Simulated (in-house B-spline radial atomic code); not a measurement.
Orbital energies and mean radii along the 33-electron series, configuration [Ar] 3d10 4s2 4p3. The effective charge is n√(-2ε), a non-relativistic measure. Computed with a B-spline radial code for spherical atoms: non-relativistic Hartree-Fock, average of the configuration, point nuclei.

This level leaves out relativity, spin-orbit splitting included, which matters for heavy ions.

```
  ion   Z  energy of 3s (Eh)  mean radius of 3s (bohr)  energy of 1s (Eh)  mean radius of 1s (bohr)  energy of 2p (Eh)  mean radius of 2p (bohr)  energy of 2s (Eh)  mean radius of 2s (bohr)  effective charge of 3s
Pr26+  59            -81.264                   0.28212           -1505.95                   0.02573            -252.17                  0.093416            -264.97                   0.10978                  38.246
Nd27+  60            -85.623                   0.27636           -1560.77                  0.025297            -263.37                  0.091718            -276.43                   0.10783                  39.258
Pm28+  61            -90.095                   0.27083           -1616.59                  0.024878            -274.81                   0.09008            -288.13                   0.10595                   40.27
Sm29+  62            -94.678                   0.26551           -1673.41                  0.024473            -286.51                  0.088499            -300.09                   0.10412                  41.282
Eu30+  63            -99.373                    0.2604           -1731.23                   0.02408            -298.46                  0.086973             -312.3                   0.10236                  42.293
Gd31+  64            -104.18                   0.25548           -1790.05                    0.0237            -310.66                  0.085498            -324.76                   0.10066                  43.304
Tb32+  65             -109.1                   0.25074           -1849.87                  0.023332            -323.11                  0.084071            -337.48                  0.099014                  44.314
Dy33+  66            -114.13                   0.24618           -1910.69                  0.022975            -335.81                  0.082691            -350.44                   0.09742                  45.324
Ho34+  67            -119.27                   0.24178           -1972.51                  0.022629            -348.76                  0.081355            -363.65                  0.095875                  46.334
Er35+  68            -124.52                   0.23753           -2035.34                  0.022293            -361.96                  0.080062            -377.12                  0.094379                  47.344
Tm36+  69            -129.89                   0.23342           -2099.16                  0.021967            -375.42                  0.078808            -390.84                  0.092928                  48.353
```

Q: How does the screening of 3s change?

A: Z less the effective charge goes from 20.75 at Z = 59 to 20.65 at Z = 69.
